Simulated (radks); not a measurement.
Values are calculated unless marked as measured or tabulated.
Isoelectronic series with 20 electrons, all held in the configuration [Ar] 4s2, which need not be the ground one along the series. Code: a radial shooting solver on a logarithmic mesh with Libxc functionals. Model: Dirac Kohn-Sham, LDA (Slater exchange, Perdew-Wang correlation), spin-unpolarised, spherical densities, finite nucleus; Fermi nuclear charge, rms radius of each element as measured or else 0.836 A^(1/3) + 0.57 fm. Total energies (hartree) and mean radii <r> (bohr):

ion    E (hartree)   4s1/2   3p3/2   3p1/2   3s1/2
Ca      -678.69488   3.973   1.277   1.268   1.158
V3+     -944.18831   2.325  0.9566  0.9498  0.9135
Fe6+   -1256.40398   1.730  0.7697  0.7632  0.7538
Cu9+   -1615.63548   1.394  0.6455  0.6391  0.6416
Ge12+  -2022.32452   1.172  0.5565  0.5499  0.5583
Br15+  -2477.01192   1.012  0.4893  0.4825  0.4938
Sr18+  -2980.32533  0.8914  0.4366  0.4295  0.4424
Nb21+  -3532.97882  0.7964  0.3942  0.3868  0.4004
Ru24+  -4135.77664  0.7196  0.3592  0.3515  0.3654
Ag27+  -4789.62551  0.6560  0.3299  0.3219  0.3358
Sn30+  -5495.52764  0.6024  0.3050  0.2966  0.3103
I33+   -6254.60486  0.5566  0.2835  0.2747  0.2882
Ba36+   -7068.1023  0.5169  0.2648  0.2555  0.2687
Pr39+   -7937.4071  0.4821  0.2483  0.2386  0.2515
Sm42+   -8864.0194  0.4514  0.2337  0.2236  0.2361
Tb45+   -9849.7240  0.4241  0.2206  0.2101  0.2222
Er48+  -10896.2934  0.3995  0.2089  0.1979  0.2097
Lu51+  -12005.9228  0.3773  0.1983  0.1868  0.1983
W54+   -13181.0380  0.3572  0.1887  0.1767  0.1878
Ir57+  -14424.1900  0.3387  0.1799  0.1674  0.1782
